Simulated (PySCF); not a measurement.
C4H11In. Atoms are numbered in the order given.

```xyz
16

In    -0.0461     0.2588     0.1707
C      1.1513     1.4307    -1.2191
H      2.0132     1.8736    -0.6954
H      0.5542     2.2603    -1.6293
H      1.5237     0.8188    -2.0532
C     -0.9352     1.2424     1.8953
H     -1.4415     0.5297     2.5617
H     -1.6709     1.9903     1.5588
H     -0.1619     1.7767     2.4690
C     -0.3382    -1.8776    -0.1893
C      0.3370    -2.4232    -1.4407
H     -1.4281    -2.0521    -0.2182
H      0.0141    -2.4058     0.7140
H      1.4295    -2.2801    -1.4160
H     -0.0232    -1.9240    -2.3550
H      0.1593    -3.5047    -1.5759
```

Geometry: PBE0-D3(BJ)/def2-SVP. The isomer is the one that the SMILES or the coordinates give; other isomers of the formula were not compared. The def2 effective core potentials stand for the cores of In; spin–orbit coupling is left out. The values are those of a single conformer.

Calculation: PBE/def2-TZVP in PySCF.

ESP charges are fitted to the potential on shells at 1.4 to 2.0 van der Waals radii. Atomic charges (e):

```
atom  Löwdin  Mulliken  ESP fit
----  ------  --------  -------
In1     0.53      0.79     0.83
C2     -0.55     -0.69      [?]
H3      0.13      0.13     0.14
H4      0.13      0.13     0.14
H5      0.12      0.14     0.13
C6     -0.55     -0.67      [?]
H7      0.12      0.14     0.18
H8      0.13      0.13     0.21
H9      0.13      0.13     0.21
C10    -0.47     -0.47    -0.23
C11    -0.35     -0.35      [?]
H12     0.14      0.12      [?]
H13     0.14      0.12      [?]
H14     0.12      0.11     0.02
H15     0.12      0.11     0.02
H16     0.12      0.11     0.04
```

Task: Complete the blanks. (The exact figures need the calculation; the answer reports its results.)

Result: 
- C2, ESP fit: -0.70
- C6, ESP fit: -0.94
- C11, ESP fit: -0.11
- H12, ESP fit: 0.02
- H13, ESP fit: 0.03
